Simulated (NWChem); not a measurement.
System: SiCl$_{2}$F$_{2}$; SMILES F[Si](F)(Cl)Cl

NWChem input:

```
start job
memory heap 200 mb stack 900 mb global 1100 mb
geometry units angstroms noautosym nocenter noautoz
  F      0.000000     1.288618    -1.266923
  Si     0.000000     0.000000    -0.323471
  F      0.000000    -1.288618    -1.266923
  Cl     1.672895     0.000000     0.806964
  Cl    -1.672895     0.000000     0.806964
end
basis spherical
  * library def2-svpd
end
dft
  xc xcamb88 1.00 lyp 0.81 vwn_5 0.19 hfexch 1.00
  cam 0.33 cam_alpha 0.19 cam_beta 0.46
  iterations 150
end
property
  response 1 0.0
end
task dft property
```

Output (shortened):

```
             Northwest Computational Chemistry Package (NWChem) 7.3.0
             --------------------------------------------------------

                             Geometry "geometry" -> ""
                             -------------------------

 Output coordinates in angstroms (scale by  1.889725989 to convert to a.u.)

  No.       Tag          Charge          X              Y              Z
 ---- ---------------- ---------- -------------- -------------- --------------
    1 F                    9.0000     0.00000000     1.28861800    -1.26692300
    2 Si                  14.0000     0.00000000     0.00000000    -0.32347100
    3 F                    9.0000     0.00000000    -1.28861800    -1.26692300
    4 Cl                  17.0000     1.67289500     0.00000000     0.80696400
    5 Cl                  17.0000    -1.67289500     0.00000000     0.80696400

 Effective nuclear repulsion energy (a.u.)     380.0162601168

                              NWChem Property Module
                              ----------------------

                                 NWChem DFT Module
                                 -----------------

 Summary of "ao basis" -> "ao basis" (spherical)
 ------------------------------------------------------------------------------
       Tag                 Description            Shells   Functions and Types
 ---------------- ------------------------------  ------  ---------------------
 F                         def2-svpd                 9       23   4s3p2d
 Si                        def2-svpd                10       24   5s3p2d
 Cl                        def2-svpd                11       27   5s4p2d

            General Information
            -------------------
          SCF calculation type: DFT
          Wavefunction type:  closed shell.
          No. of atoms     :     5
          No. of electrons :    66
           Alpha electrons :    33
            Beta electrons :    33
          Charge           :     0
          Spin multiplicity:     1
          Use of symmetry is: off; symmetry adaption is: off
          Maximum number of iterations: 150
          AO basis - number of functions:   124
                     number of shells:    50
          Convergence on energy requested:  1.00D-06
          Convergence on density requested:  1.00D-05
          Convergence on gradient requested:  5.00D-04

              XC Information
              --------------
                     Hartree-Fock (Exact) Exchange  1.000
                   CAM-Becke88 Exchange Functional  1.000
                      VWN V Correlation Functional  0.190 local
              Lee-Yang-Parr Correlation Functional  0.810

           Range-Separation Parameters
           ---------------------------
           Alpha           :  0.19
           Beta            :  0.46
           Gamma           :  0.33
           Short-Range HF  :     F

             Grid Information
             ----------------
          Grid used for XC integration:  medium
          Radial quadrature: Mura-Knowles
          Angular quadrature: Lebedev.
          Tag              B.-S. Rad. Rad. Pts. Rad. Cut. Ang. Pts.
          ---              ---------- --------- --------- ---------
          F                   0.50       49          11.0       434
          Si                  1.10       88          11.0       590
          Cl                  1.00       88          12.0       590
          Grid pruning is: on
          Number of quadrature shells:   362
          Spatial weights used:  Erf1

      Superposition of Atomic Density Guess
      -------------------------------------

 Sum of atomic energies:       -1405.99252853

      Non-variational initial energy
      ------------------------------

 Total energy =   -1407.062328
 1-e energy   =   -2705.662635
 2-e energy   =     918.584047
 HOMO         =      -0.443714
 LUMO         =       0.022329

   convergence    iter        energy       DeltaE   RMS-Dens  Diis-err
 ---------------- ----- ----------------- --------- --------- ---------
 d= 0,ls=0.0,diis     1  -1409.1737346781 -1.79D+03  1.69D-02  1.09D+00
 d= 0,ls=0.0,diis     2  -1409.1777154410 -3.98D-03  6.58D-03  1.24D+00
 d= 0,ls=0.0,diis     3  -1409.2857237474 -1.08D-01  9.04D-04  2.32D-02
 d= 0,ls=0.0,diis     4  -1409.2872281141 -1.50D-03  4.85D-04  3.33D-03
 d= 0,ls=0.0,diis     5  -1409.2875972560 -3.69D-04  7.07D-05  5.45D-05
  Resetting Diis
 d= 0,ls=0.0,diis     6  -1409.2876045425 -7.29D-06  1.77D-05  2.10D-06
 d= 0,ls=0.0,diis     7  -1409.2876049035 -3.61D-07  4.22D-06  9.11D-08

         Total DFT energy =    -1409.287604903462
      One electron energy =    -2705.817359203020
           Coulomb energy =     1014.920958554550
    Exchange-Corr. energy =      -98.407464371795
 Nuclear repulsion energy =      380.016260116804

 Numeric. integr. density =       66.000000990274

                       DFT Final Molecular Orbital Analysis
                       ------------------------------------

 Vector   31  Occ=2.000000D+00  E=-4.449344D-01
              MO Center= -4.9D-08,  6.1D-09,  6.2D-01, r^2= 3.9D+00
   Bfn.  Coefficient  Atom+Function         Bfn.  Coefficient  Atom+Function
  ----- ------------  ---------------      ----- ------------  ---------------
    83      0.402335  4 Cl py               110      0.402335  5 Cl py
    80      0.325595  4 Cl py               107      0.325595  5 Cl py
    77      0.186586  4 Cl py               104      0.186586  5 Cl py
     7      0.140787  1 F  pz                54     -0.140787  3 F  pz
    10     -0.093390  1 F  pz                57      0.093390  3 F  pz

 Vector   32  Occ=2.000000D+00  E=-4.302703D-01
              MO Center=  4.0D-08,  2.6D-09,  7.0D-01, r^2= 3.9D+00
   Bfn.  Coefficient  Atom+Function         Bfn.  Coefficient  Atom+Function
  ----- ------------  ---------------      ----- ------------  ---------------
    83      0.430746  4 Cl py               110     -0.430746  5 Cl py
    80      0.342493  4 Cl py               107     -0.342493  5 Cl py
    77      0.196123  4 Cl py               104     -0.196123  5 Cl py
     5      0.101974  1 F  px                52     -0.101974  3 F  px
     8     -0.074241  1 F  px                55      0.074241  3 F  px

 Vector   33  Occ=2.000000D+00  E=-4.210225D-01
              MO Center=  1.3D-08,  1.2D-09,  7.2D-01, r^2= 4.0D+00
   Bfn.  Coefficient  Atom+Function         Bfn.  Coefficient  Atom+Function
  ----- ------------  ---------------      ----- ------------  ---------------
    84     -0.324877  4 Cl pz               111      0.324877  5 Cl pz
    82      0.296830  4 Cl px               109      0.296830  5 Cl px
    81     -0.259104  4 Cl pz               108      0.259104  5 Cl pz
    79      0.238560  4 Cl px               106      0.238560  5 Cl px
    78     -0.147927  4 Cl pz               105      0.147927  5 Cl pz

 Vector   34  Occ=0.000000D+00  E= 7.069258D-03
              MO Center=  1.1D-07,  4.7D-07,  2.8D-01, r^2= 9.2D+00
   Bfn.  Coefficient  Atom+Function         Bfn.  Coefficient  Atom+Function
  ----- ------------  ---------------      ----- ------------  ---------------
    28      3.134022  2 Si s                 27      0.830422  2 Si s
     4     -0.759598  1 F  s                 51     -0.759598  3 F  s
    75     -0.759090  4 Cl s                102     -0.759090  5 Cl s
    85      0.548567  4 Cl px               112     -0.548567  5 Cl px
    26      0.509177  2 Si s                 87      0.435287  4 Cl pz

 Vector   35  Occ=0.000000D+00  E= 5.721986D-02
              MO Center=  1.3D-07,  1.7D-06, -2.1D-01, r^2= 7.4D+00
   Bfn.  Coefficient  Atom+Function         Bfn.  Coefficient  Atom+Function
  ----- ------------  ---------------      ----- ------------  ---------------
    28      3.455315  2 Si s                  4     -0.876976  1 F  s
    51     -0.876974  3 F  s                 75     -0.762564  4 Cl s
   102     -0.762564  5 Cl s                 37     -0.720925  2 Si pz
    27     -0.669933  2 Si s                 34     -0.317320  2 Si pz
    26     -0.301161  2 Si s                 82     -0.250967  4 Cl px

 Vector   36  Occ=0.000000D+00  E= 6.276875D-02
              MO Center= -3.6D-08,  7.8D-08,  1.2D+00, r^2= 1.5D+01
   Bfn.  Coefficient  Atom+Function         Bfn.  Coefficient  Atom+Function
  ----- ------------  ---------------      ----- ------------  ---------------
    85      1.178830  4 Cl px               112      1.178830  5 Cl px
    75     -0.531269  4 Cl s                102      0.531270  5 Cl s
    87      0.416788  4 Cl pz               114     -0.416789  5 Cl pz
    35      0.236184  2 Si px                11      0.221839  1 F  px
    58      0.221839  3 F  px                32      0.206747  2 Si px

     Multipole analysis of the density
     ---------------------------------

     L   x y z        total         alpha         beta         nuclear
     -   - - -        -----         -----         ----         -------
     0   0 0 0     -0.000000    -33.000000    -33.000000     66.000000

     1   1 0 0     -0.000000     -0.000000     -0.000000      0.000000
     1   0 1 0     -0.000000     -0.000000     -0.000000      0.000000
     1   0 0 1      0.332191      0.068238      0.068238      0.195715

     2   2 0 0    -34.493429   -187.143030   -187.143030    339.792630
     2   1 1 0      0.000000      0.000000      0.000000      0.000000
     2   1 0 1      0.000000      0.000000      0.000000      0.000000
     2   0 2 0    -37.159496    -71.948687    -71.948687    106.737878
     2   0 1 1     -0.000000     -0.000000     -0.000000      0.000000
     2   0 0 2    -36.339125   -111.904732   -111.904732    187.470339

 *** CALLING NEW AORESP DRIVER FOR CLOSED AND OPEN SHELLS ***
 Entering AOResponse driver routine

--------------------------------------------------------------------------------

          -----------------------------------------------
          Solving response equations for perturbing field
          -----------------------------------------------

 number of frequencies:     1
 frequency in a.u.:  0.0000000E+00
 Perturbing field: electric
 Using El. Dipole Length Gauge

 Setting up CPKS with frequency omega =      0.00000000 a.u.

 STATIC response

                                NWChem CPHF Module
                                ------------------

  scftype          =     RHF
  nclosed          =       33
  nopen            =        0
  variables        =     3003
  # of vectors     =        3
  tolerance        = 0.10D-03
  level shift      = 0.00D+00
  max iterations   =       50
  max subspace     =       30

 SCF residual:    2.2398983100511909E-004

Iterative solution of linear equations
  No. of variables     3003
  No. of equations        3
  Maximum subspace       30
        Iterations       50
       Convergence  1.0D-04

   iter   nsub   residual    time
   ----  ------  --------  ---------
     1      3    1.74D+00     132.4
     2      6    9.49D-01     152.5
     3      9    5.12D-01     168.3
     4     12    6.77D-02     184.8
     5     15    2.10D-02     208.3
     6     18    2.47D-03     236.4
     7     21    6.06D-04     262.1
     8     24    1.38D-04     280.2
     9     27    6.60D-05     298.1

 Electric Dipole Response Matrix (nonzero elements):

              1        2        3
    1   57.2456  -0.0000   0.0000
    2   -0.0000  42.2723   0.0000
    3    0.0000   0.0000  46.6281

 ------------------------------------------
 average:        48.71533 + I       0.00000

 DFT Linear Response polarizability / au
 Frequency  =       0.0000000 / au
              X              Y              Z
 -----------------------------------------------
 X      57.2456369     -0.0000003      0.0000000
 Y      -0.0000003     42.2722755      0.0000001
 Z       0.0000000      0.0000001     46.6280653
 -----------------------------------------------
 Eigenvalues =      57.2456369     42.2722755     46.6280653
 Isotropic   =      48.7153259
 Anisotropic =      13.3399265
 -----------------------------------------------

 Magnetic Dipole Response Matrix (nonzero elements):

 Exiting AOResponse driver routine
```

Level: CAM-B3LYP/def2-SVPD. Geometry: optimised at PBE0/def2-SVP.
